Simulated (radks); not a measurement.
All-electron atom: Ru XXXV in [Ne].

Method: scalar-relativistic Kohn-Sham, PBE, spin-polarised, spherical densities, finite nucleus; Fermi nuclear charge, rms radius 4.4809 fm; computed with a radial shooting solver on a logarithmic mesh with Libxc functionals.

Energy parts (hartree):
part                       energy
total                 -3581.81293
kinetic                3728.73883
electron-nucleus      -7674.15658
Hartree                 437.27409
exchange-correlation    -73.66928

Orbitals (lengths in bohr, moments of r in powers of bohr; <r^-3> diverges for s and p1/2; r(max) is where P^2 peaks; r(90%) holds 90 % of the orbital's charge):
orbital  occ.  eigenvalue (hartree)      <r>  r(90%)  <r^-3>   r(max)
1s          2             -879.1958  0.03341  0.0599       -  0.02171
2s          2             -184.3978   0.1428   0.220       -   0.1217
2p          6             -173.1577   0.1240   0.201    3126  0.09703
3s          0             -75.18510   0.3423   0.495       -   0.3259
3p          0             -71.71471   0.3302   0.487   815.8   0.3122

The highest occupied level is 2p at -4711.9 eV. Summed over all electrons, <r^2> = 0.1629 bohr^2, which gives a Langevin (diamagnetic) susceptibility term of -0.129 x 10^-6 cm^3/mol. The density falls to 0.001 e/bohr^3 at r = 0.53 bohr. For comparison, the ionisation energy in NIST's Atomic Spectra Database is 4758 eV (semi-empirical). In exact Kohn-Sham theory the highest level is minus the ionisation energy, but local and semilocal functionals leave it too shallow, through self-interaction and a potential that decays too fast; potentials with the right tail come closer. The electron density at the nucleus is 1.107e+05 e/bohr^3 (large components only).
